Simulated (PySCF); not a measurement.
## From a computed spectrum to the compound

A species of 3 atoms with charge 1 has these harmonic modes (PBE0, small Gaussian bases with core potentials, PySCF 2.14.0):

```csv
cm⁻¹,km/mol,symmetry
506,59.6,a1
1649,379.4,b2
1680,133.8,a1
```

(1) Which species is it, and in which structure?

Results:

(1) [TbH2]+ (singlet in the valence; each metal's 4f electrons, 8 of them, lie in its core potential, out of spins and levels):
```xyz
3

Tb    0.0000    0.0000   -0.0146
H     1.5199    0.0000    1.1539
H    -1.5199    0.0000    1.1539
```
Ideal gas at 298.15 K and 1 bar: S = 252.8 J/(mol K), Cp = 38.8 J/(mol K), H − H(0 K) = 10.5 kJ/mol (rigid rotor, harmonic modes, spin degeneracy alone, that of the 4f electrons in the core included). An lcecp potential fixes the number of 4f electrons, so in runs with it no electron can move into or out of that shell.
 This is one of several that fit.
